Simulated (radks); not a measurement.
Values are calculated unless marked as measured or tabulated.
Question: Excited configurations of Be III: one electron is placed in a higher orbital outside 1s1. The ground configuration is [He]. Level of theory: scalar-relativistic Kohn-Sham, LDA (Slater exchange, Perdew-Wang correlation), spin-polarised, spherical densities, point nucleus; open shells are filled with parallel spins first (a radial shooting solver on a logarithmic mesh with Libxc functionals). Excitation = E - E(ground); binding = E(ion) - E, where the ion is the core of charge +3; n* = 3/sqrt(2 binding) in atomic units, and the quantum defect is n - n*.

| outer orbital | excitation (eV) | binding (eV) | n* | quantum defect | eigenvalue (eV) | <r> (bohr) |
|---|---|---|---|---|---|---|
| 2p | 119.89 | 32.047 | 1.955 | 0.045 | -26.115 | 1.584 |
| 3p | 137.43 | 14.511 | 2.905 | 0.095 | -12.316 | 3.939 |
| 3d | 138.31 | 13.625 | 2.998 | 0.002 | -11.178 | 3.490 |
| 4s | 143.46 | 8.483 | 3.799 | 0.201 | -7.376 | 7.334 |
| 4p | 143.73 | 8.207 | 3.863 | 0.137 | -7.079 | 7.262 |
| 5s | 146.53 | 5.405 | 4.760 | 0.240 | -4.727 | 11.58 |
| 6p | 148.27 | 3.673 | 5.774 | 0.226 | -3.217 | 16.81 |
| 7s | 149.19 | 2.753 | 6.669 | 0.331 | -2.428 | 22.96 |
| 7d | 149.29 | 2.647 | 6.802 | 0.198 | -2.322 | 22.89 |
| 7f | 149.31 | 2.631 | 6.822 | 0.178 | -2.294 | 22.03 |

Estimate the row for 2s.

Answer: excitation (eV) 116.66; binding (eV) 35.276; n* 1.863; quantum defect 0.137; eigenvalue (eV) -30.124; <r> (bohr) 1.749. The Delta-SCF ionisation energy is 151.94 eV (NIST Atomic Spectra Database: 153.90 eV, theoretical). Self-interaction in the functional shifts the binding energies and quantum defects, so they are the method's values and not measured ones.
